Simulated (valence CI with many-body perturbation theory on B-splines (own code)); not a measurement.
## Pr2+: calculation against measured levels

Method: relativistic CI+MBPT: three valence electrons over a frozen Dirac-Fock core [Xe], a basis of 8 s, 8 p, 9 d, 9 f, 6 g, 3 h, 2 i functions for each j, with the one-electron correlation potential Σ1 (screened to all orders), the two-electron term Σ2, the three-electron term Σ3, Breit, model QED; the open f shell's mean field enters the energy denominators; selected single and double excitations, second order for the rest, scaled by the run's own slope (own B-spline code, finite nucleus).

Against 63 measured levels this calculation errs by 928 cm⁻¹ on average and by 1874 at most. These come from a selection out of Martin, Zalubas and Hagan, Atomic Energy Levels: The Rare-Earth Elements, NSRDS-NBS 60 (1978); Maison, Palmeri and Quinet, J. Phys. B 58, 015001 (2025). Levels without a partner in it may be off by more, other configurations by several thousand cm⁻¹. 4 measured levels below the end of the list, from 23175 cm⁻¹ on, found no clear computed partner.

Measured levels: Martin, Zalubas and Hagan, Atomic Energy Levels: The Rare-Earth Elements, NSRDS-NBS 60 (1978); measured levels as listed in Maison, Palmeri and Quinet, J. Phys. B 58, 015001 (2025). Pairs share parity and J, and are chosen by configuration, term and nearness in energy; levels without a clear partner are left out. Energies in cm⁻¹ above the measured ground level.

Names give the largest LS component (configuration and term), which can be under half, so a name can repeat, a term be missing and a line seem to break the LS rules; names also repeat where a configuration has a term twice. Letters in brackets count levels of one name in rising energy.

| Computed label | Label in the source | Measured | Computed | Difference |
| --- | --- | --- | --- | --- |
| 4f3 4I°_9/2 | 4f3 4I° | 0 | 0.0 | 0 |
| 4f3 4I°_11/2 | 4f3 4I° | 1398.3 | 1469.8 | +71 |
| 4f3 4I°_13/2 | 4f3 4I° | 2893.1 | 3030.1 | +137 |
| 4f3 4I°_15/2 | 4f3 4I° | 4453.8 | 4648.7 | +195 |
| 4f3 4F°_3/2 | 4f3 4F° | 9370.7 | 9176.5 | -194 |
| 4f3 2H°_9/2 | 4f3 2H°2 | 10032.9 | 9700.6 | -332 |
| 4f3 4F°_5/2 | 4f3 4F° | 10138.2 | 9994.6 | -144 |
| 4f3 4F°_7/2 | 4f3 4F° | 10859.1 | 10728.8 | -130 |
| 4f3 4S°_3/2 | 4f3 4S° | 10950.2 | 10883.4 | -67 |
| 4f3 4F°_9/2 | 4f3 4F° | 11761.7 | 11652.2 | -109 |
| 4f3 2H°_11/2 | 4f3 2H°2 | 12494.6 | 12263.4 | -231 |
| 4f2 5d 2H_9/2 [a] | 4f2(3H) 5d 2H | 12846.7 | 13907.1 | +1060 |
| 4f2 5d 4K_11/2 | 4f2(3H) 5d 4K | 13352.1 | 14516.4 | +1164 |
| 4f3 2G°_7/2 | 4f3 | 13887.6 | 13590.9 | -297 |
| 4f3 4G°_5/2 | 4f3 4G° | 14187.4 | 14042.5 | -145 |
| 4f2 5d 4I_9/2 | 4f2(3H) 5d 4I | 14558.8 | 15811.7 | +1253 |
| 4f2 5d 2H_11/2 | 4f2(3H) 5d 2H | 14860.0 | 15921.0 | +1061 |
| 4f2 5d 4G_5/2 [a] | 4f2(3H) 5d 4G | 15045.8 | 16049.3 | +1004 |
| 4f3 4G°_7/2 | 4f3 4G° | 15443.5 | 15308.4 | -135 |
| 4f2 5d 4K_13/2 | 4f2(3H) 5d 4K | 15454.2 | 16744.7 | +1291 |
| 4f2 5d 4I_11/2 | 4f2(3H) 5d 4I | 15525.5 | 16931.3 | +1406 |
| 4f3 4G°_9/2 [a] | 4f3 4G° | 15705.1 | 15570.1 | -135 |
| 4f3 2K°_13/2 | 4f3 2K° | 16089.1 | 15687.4 | -402 |
| 4f2 5d 4H_7/2 [a] | 4f2(3H) 5d 4H | 16136.0 | 17829.4 | +1693 |
| 4f2 5d 4G_7/2 [a] | 4f2(3H) 5d 4G | 16516.2 | 17434.5 | +918 |
| 4f3 4G°_9/2 [b] | 4f3 | 16764.0 | 16637.3 | -127 |
| 4f3 2D°_3/2 | 4f3 2D°1 | 17095.6 | 16748.9 | -347 |
| 4f2 5d 4I_13/2 | 4f2(3H) 5d 4I | 17113.2 | 18648.6 | +1535 |
| 4f3 4G°_11/2 | 4f3 4G° | 17409.6 | 17396.6 | -13 |
| 4f2 5d 4K_15/2 | 4f2(3H) 5d 4K | 17534.8 | 18897.6 | +1363 |
| 4f2 5d 4H_9/2 [a] | 4f2(3H) 5d 4H | 17627 | 19414.7 | +1788 |
| 4f3 2K°_15/2 | 4f3 2K° | 17642.1 | 17296.8 | -345 |
| 4f2 5d 4G_9/2 | 4f2(3H) 5d 4G | 18063.4 | 18996.1 | +933 |
| 4f2 5d 2F_5/2 | 4f2(3H) 5d | 18211.8 | 19326.9 | +1115 |
| 4f2 5d 2I_11/2 | 4f2(3H) 5d 2I | 18241.5 | 19468.8 | +1227 |
| 4f3 2P°_1/2 | 4f3 2P° | 18693.7 | 18421.7 | -272 |
| 4f2 5d 4I_15/2 | 4f2(3H) 5d 4I | 18921.2 | 20506.3 | +1585 |
| 4f2 5d 4H_7/2 [b] | 4f2(3F) 5d 4H | 18990.1 | 20752.2 | +1762 |
| 4f3 2D°_5/2 | 4f3 2D°1 | 19046.1 | 18746.2 | -300 |
| 4f2 5d 4H_11/2 [a] | 4f2(3H) 5d 4H | 19308.9 | 21026.7 | +1718 |
| 4f2 5d 2I_13/2 | 4f2(3H) 5d 2I | 19360.1 | 20641.9 | +1282 |
| 4f2 5d 4K_17/2 | 4f2(3H) 5d 4K | 19649.7 | 21069.5 | +1420 |
| 4f2 5d 4G_11/2 | 4f2(3H) 5d 4G | 19700.9 | 20797.3 | +1096 |
| 4f2 5d 2F_7/2 | 4f2(3H) 5d | 19872.4 | 21123.3 | +1251 |
| 4f2 5d 4F_3/2 | 4f2(3H) 5d 4F | 20160.4 | 21878.2 | +1718 |
| 4f2 5d 4H_9/2 [b] | 4f2(3F) 5d 4H | 20315.7 | 22124.3 | +1809 |
| 4f2 5d 4F_5/2 | 4f2(3H) 5d 4F | 20848.4 | 22499.4 | +1651 |
| 4f3 2P°_3/2 | 4f3 2P° | 20856.9 | 20638.2 | -219 |
| 4f2 5d 4P_3/2 | 4f2(3F) 5d 4P | 21148.4 | 22497.4 | +1349 |
| 4f2 5d 4H_13/2 | 4f2(3H) 5d 4H | 21238.8 | 22899.6 | +1661 |
| 4f2 5d 2G_7/2 | 4f2(3H) 5d 2G | 21294.9 | 22662.4 | +1367 |
| 4f2 5d 4G_5/2 [b] | 4f2(3F) 5d 4G | 21418.8 | 23212.3 | +1793 |
| 4f2 5d 2H_9/2 [b] | 4f2(1G) 5d | 21535.2 | 23052.9 | +1518 |
| 4f2 5d 4P_5/2 | 4f2(3F) 5d 4P | 21611.2 | 22841.1 | +1230 |
| 4f2 5d 4H_11/2 [b] | 4f2(3F) 5d 4H | 21755.8 | 23629.5 | +1874 |
| 4f2 5d 4G_7/2 [b] | 4f2(3F) 5d 4G | 22080.9 | 23817.7 | +1737 |
| 4f2 5d 2D_3/2 | 4f2(3F) 5d | 22277.7 | 23615.4 | +1338 |
| 4f2 5d 4F_7/2 | 4f2(3H) 5d | 22527.7 | 24197.3 | +1670 |
| 4f2 5d 4F_9/2 | 4f2(3H) 5d 4F | 22747.7 | 24462.2 | +1714 |
| 4f2 5d 4D_3/2 | 4f2(3F) 5d 4D | 23050.6 | 24560.2 | +1510 |

The table shows the lowest 60 pairs. Over 63 excited levels the mean absolute difference is 928 cm⁻¹, the median 1096 and the largest 1874. The comparison draws on a selection of the measured levels: 64 of the 66 computed ones have a partner in it, and others may be off by more.

These 4 measured levels below the end of the computed list are not counted above. Beside each stands the unpaired computed level of its name, or else the nearest of its J and parity; the gap is either an error of the method or a doubtful assignment.

```csv
Label in the source,J,Measured,Unpaired level,Computed
4f2(3F) 5d 4H,13/2,23175,none,
4f2(3F) 5d 4D,5/2,23752,none,
4f2(3F) 5d 4G,9/2,23845,none,
4f2(3F) 5d 4D,1/2,23955,4f2 5d 4P_1/2,22961
```
